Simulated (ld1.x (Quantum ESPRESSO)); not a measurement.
## Kr: excitation energies, all-electron against TM

```json
{"Element": "krypton", "Generator": "ld1.x (Quantum ESPRESSO) 7.5", "Type": "norm-conserving Troullier–Martins (Kleinman–Bylander form)", "Functional": "Wu–Cohen", "Relativity": "scalar-relativistic", "Frozen core": "[Ne] 3s2", "Valence charge": "24", "Reference configuration": "3p6 3d10 4s2 4p4 (charge +2)", "Partial waves": "4s (bound): rc 1.30 bohr; 3p (bound): rc 0.65 bohr; 3d (bound): rc 1.05 bohr", "Local potential": "all-electron potential smoothed inside 1.40 bohr (lloc = -1)", "Core correction": "none"}
```

Occupied shells without a wave of their own: 4p. They enter only through the test configuration that unscreens the potential.

Energies are relative to the spin-unpolarised reference configuration 3p6 3d10 4s2 4p4; without spin polarisation the order of configurations can differ from experiment.

(1) Give the all-electron excitation energy and the error of the potential for: 3p6 3d10 4s2 4p6; 3p6 3d10 4s2 4p5; 3p6 3d10 4s2 4p3; 3p6 3d10 4s2 4p2; 3p6 3d9 4s2 4p6; 3p6 3d10 4s2 4p5.5; 3p6 3d10 4s1 4p6.

The potential misses its own reference levels by up to 2.7 eV, so it is not fit for use.

## Answers

(1)

```tsv
valence configuration	charge	ΔE all-electron (eV)	error AE − PS (meV)
3p6 3d10 4s2 4p6	0	-39.487	-3897
3p6 3d10 4s2 4p5	+1	-25.197	-2330
3p6 3d10 4s2 4p3	+3	37.124	+3138
3p6 3d10 4s2 4p2	+4	87.023	+7150
3p6 3d9 4s2 4p6	+1	54.403	-5858
3p6 3d10 4s2 4p5.5	+0.5	-33.633	-3207
3p6 3d10 4s1 4p6	+1	-10.665	-4971
```

These tests converged, but a pseudo level misses the all-electron one widely, so the file describes the atom poorly there or has found another state: 3p6 3d10 4s2 4p3: 4p by 3.6 eV; 3p6 3d10 4s2 4p2: 4p by 4.5 eV; 3p6 3d9 4s2 4p6: 4p by 2.1 eV. ld1.x printed “convergence not achieved” for 7 of the counted tests; their residual had stalled under 1e-8, short of the target of 1e-14. The 4p level has no wave, so the channel is fitted at the deeper level alone: the likely source of the large errors.
